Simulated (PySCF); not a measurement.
H5Sb, SMILES [SbH5]. Geometry: r2SCAN-D4/def2-TZVP. The def2 effective core potentials stand for the cores of Sb; spin–orbit coupling is left out.

Computed equilibrium geometry at r2SCAN-D4/def2-TZVP (PySCF confirms it by a frequency run) as bond lengths and angles, and its point group:
point group D3h.
Atoms: Sb1 H2 H3 H4 H5 H6. Bonded distances (Å): Sb1–H2 1.772, Sb1–H3 1.772, Sb1–H4 1.712, Sb1–H5 1.712, Sb1–H6 1.712. Angles (°): H2–Sb1–H3 180.0, H2–Sb1–H4 90.0, H2–Sb1–H5 90.0, H2–Sb1–H6 90.0, H3–Sb1–H4 90.0, H3–Sb1–H5 90.0, H3–Sb1–H6 90.0, H4–Sb1–H5 120.0, H4–Sb1–H6 120.0, H5–Sb1–H6 120.0.
Charge 0, spin multiplicity 1.
